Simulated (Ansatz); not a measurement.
```xyz
6

O    -0.8547    0.0548    1.0358
Ti    0.1805   -0.1006   -0.3810
F    -0.5681   -1.1992   -1.5182
F     0.4119    1.4678   -1.1221
F     1.7521   -0.7052    0.0956
H    -0.9218    0.4824    1.8898
```

Charge 0, multiplicity 1.

Task: List the PBE/def2-TZVPP orbital energies in eV (Ansatz). (Estimate.)

Result: Computed: Occupied: -4837.77, -660.19, -660.19, -660.14, -532.42, -511.30, -444.94, -444.93, -444.92, -62.78, -40.11, -40.08, -39.97, -28.92, -28.64, -28.60, -25.10, -13.28, -11.39, -11.35, -11.08, -10.92, -10.91, -10.45, -10.16, -10.15, -9.88, -8.95, -8.79. Lowest empty: -3.50, -3.34, -2.36, -2.09, -2.09, -0.90, 0.56, 1.53.
